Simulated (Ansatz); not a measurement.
Species: sum formula H$_{3}$SiO$_{3}$, net charge 0, doublet state. It need not be the lowest isomer of its formula. 
Geometry from a B3LYP-D3(BJ)/def2-TZVP (Ansatz, a first-principles code) optimisation:
```xyz
7

Si     0.2956     0.1430    -0.1661
O     -0.1234    -1.2927    -0.8566
O     -0.9908     1.1652    -0.2838
O      0.5966    -0.1230     1.4314
H     -0.3795    -1.2841    -1.7836
H     -0.9111     2.0318     0.1254
H      1.2937    -0.7462     1.6564
```
Charge 0, spin multiplicity 2.

Basis-set convergence of Hartree-Fock and CCSD correlation energies (hartree) with Ansatz. Valence correlation only, unless marked. Open shells are spin-unrestricted. No spin-orbit coupling. No relativistic terms.

| basis | functions | E(HF) | E(corr, CCSD) |
|---|---|---|---|
| aug-cc-pV(D+d)Z | 128 | -515.42088 | -0.70375 |
| aug-cc-pV(T+d)Z | 262 | ___ | ___ |

Problem. What belongs in the gaps?

Solution. 
- aug-cc-pV(T+d)Z, E(HF): -515.50480
- aug-cc-pV(T+d)Z, E(corr, CCSD): -0.84836
